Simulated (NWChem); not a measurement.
# SiF$_{2}$, singlet; SMILES F[Si]F

All runs: NWChem. Pople sets run with spherical d functions. Low-valent species are run as closed-shell singlets; no triplet was tried in these runs. All runs use the structure optimised with B3LYP/6-31G* (spherical d). Level TPSS/6-31G*: single points from the atomic guess with DIIS by default; each run changes one setting, and all converged runs end within 0.3 mHa of each other.

### Question
Which setting needs the most SCF iterations, or fails (core-Hamiltonian guess; DIIS on 20 Fock matrices; no level shifting; defaults; DIIS on 3 Fock matrices; no DIIS, 40 % damping)?

### Answer
no DIIS, 40 % damping, with 41 against 6 for the defaults.
```json
[
 {"setting": "defaults", "SCF iterations": "6"},
 {"setting": "DIIS on 20 Fock matrices", "SCF iterations": "6"},
 {"setting": "no DIIS, 40 % damping", "SCF iterations": "41"},
 {"setting": "core-Hamiltonian guess", "SCF iterations": "10"},
 {"setting": "no level shifting", "SCF iterations": "6"},
 {"setting": "DIIS on 3 Fock matrices", "SCF iterations": "7"}
]
```
